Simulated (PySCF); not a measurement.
# Computed structure and properties of [Pb(SH)3(H2O)]+

System: [Pb(SH)3(H2O)]+ (singlet); start: template (C1). Method: PySCF 2.14.0, RKS PBE0, Pb def2-SVP with ECP60, S def2-SVP, H def2-SVP, O def2-SVP; non-relativistic Hamiltonian with scalar-relativistic core potentials where named; density fitting; no spin-orbit coupling.

Input of the relaxation:

```python
mol = gto.M(atom='''
Pb    -0.07070     0.07564    -0.07728
S      1.34440     1.49074     1.33782
H      2.06560     0.61984     2.05902
S     -1.48580    -1.33946     1.33782
H     -2.20700    -0.46856     2.05902
S      1.34440    -1.33946    -1.49238
H      1.00420    -2.59146    -1.15218
O     -1.32930     1.33424    -1.33588
H     -1.35560     2.30364    -1.36218
H     -1.98430     1.04624    -1.99088''',
    basis={'Pb': 'def2-SVP', 'S': 'def2-SVP', 'H': 'def2-SVP', 'O': 'def2-SVP'},
    ecp={'Pb': 'def2-SVP'},
    charge=1, spin=0)
mf = dft.RKS(mol, xc='PBE0')
mf.grids.atom_grid = (50, 194)
mf = mf.density_fit()  # fitting sets: Pb def2-universal-JKFIT, S def2-universal-JKFIT, H def2-universal-JKFIT, O def2-universal-JKFIT
mf.conv_tol = 1e-08; mf.max_cycle = 55
mf.kernel(dm0)  # dm0: converged density of the start geometry
# quasi-Newton relaxation in Cartesian coordinates to a largest gradient under 0.00045 Eh/bohr, steps kept in the point group
```

Run from Python with OMP_NUM_THREADS=2; the lines above give its settings. Where DIIS fails, smearing, a level shift and second-order steps follow.
It took 4.2 min on 2 threads of Arm Neoverse V2, on a shared host, from the converged density of the start.

Course of the relaxation:

```csv
step,energy above end (eV),largest force component within the symmetry (eV/Å)
0,0.9627,2.077
1,0.4606,1.086
2,0.2206,0.468
3,0.1485,0.332
4,0.1110,0.739
5,0.0821,0.446
6,0.0668,0.323
7,0.0631,0.151
37,0.0006,0.037
38,0.0005,0.022
39,0.0003,0.014
40,0.0002,0.015
41,0.0000,0.020
42,0.0000,0.021
```
(The steps between are left out.)

Relaxed geometry (C1):

```xyz
10

Pb    0.0609   -0.2394    0.2699
S     1.0267    1.6468    1.5267
H     2.2938    1.2010    1.3419
S    -2.0045   -1.4247    0.9105
H    -2.2184   -0.6329    1.9918
S     1.5308   -1.4065   -1.3251
H     0.7802   -2.5345   -1.2766
O    -1.1979    1.2974   -1.0945
H    -0.8787    2.1226   -1.4873
H    -2.0670    1.1016   -1.4745
```

```json
{"contact": "Pb1–S2 (SH)", "Å": "2.464"}
{"contact": "Pb1–S4 (SH)", "Å": "2.466"}
{"contact": "Pb1–S6 (SH)", "Å": "2.463"}
{"contact": "Pb1–O8 (H2O)", "Å": "2.410"}
```

On the finer grid (75, 302):

- HOMO: -12.04 eV
- LUMO: -8.04 eV
- Dipole about the centre of mass: 3.23 D
- Set of Mulliken populations of Pb1 outside the core potential: s 3.47, p 7.57, d 10.24
- D3(BJ) dispersion energy (not in the energies): -0.289 eV

```json
{"atom": "Pb1", "Mulliken (e)": "0.72", "Löwdin (e)": "0.26", "spin (e)": "0.00"}
{"atom": "S2", "Mulliken (e)": "-0.13", "Löwdin (e)": "0.13", "spin (e)": "0.00"}
{"atom": "H3", "Mulliken (e)": "0.15", "Löwdin (e)": "0.03", "spin (e)": "0.00"}
{"atom": "S4", "Mulliken (e)": "-0.14", "Löwdin (e)": "0.12", "spin (e)": "0.00"}
{"atom": "H5", "Mulliken (e)": "0.15", "Löwdin (e)": "0.03", "spin (e)": "0.00"}
{"atom": "S6", "Mulliken (e)": "-0.12", "Löwdin (e)": "0.13", "spin (e)": "0.00"}
{"atom": "H7", "Mulliken (e)": "0.15", "Löwdin (e)": "0.03", "spin (e)": "0.00"}
{"atom": "O8", "Mulliken (e)": "-0.27", "Löwdin (e)": "-0.01", "spin (e)": "0.00"}
{"atom": "H9", "Mulliken (e)": "0.24", "Löwdin (e)": "0.13", "spin (e)": "0.00"}
{"atom": "H10", "Mulliken (e)": "0.24", "Löwdin (e)": "0.13", "spin (e)": "0.00"}
```

No frequency check is given for this geometry.

Taking off one SH (charge -1, singlet; the rest: singlet) in vacuum, both parts rigid, costs 14.94 eV; the small basis without counterpoise inflates it. Most of it is the attraction of opposite charges; other ways to part are cheaper, and one spin state was tried for the rest.

Rigid scan of SH along the line from its metal:

distance to S2 (Å), energy (eV) and a bar:
```
     2.16      0.791 #########
     2.26      0.302 ###
     2.36      0.064 #
     2.46      0.000 
     2.56      0.053 #
     2.66      0.184 ##
     2.86      0.567 ######
     3.16      1.221 ##############
     3.56      1.980 ######################
     4.06      2.645 ##############################
```

Taking off one H2O (charge 0, singlet; the rest: singlet) in vacuum, both parts rigid, costs 1.32 eV; the small basis without counterpoise inflates it.

Rigid scan of H2O along the line from its metal:

(distance to O8 (Å), energy (eV)): (2.11, 0.368), (2.21, 0.136), (2.31, 0.029), (2.41, 0.000), (2.51, 0.021), (2.61, 0.071), (2.81, 0.211), (3.11, 0.432), (3.51, 0.672), (4.01, 0.880)

One start shape was tried, so this needn't be the lowest isomer.
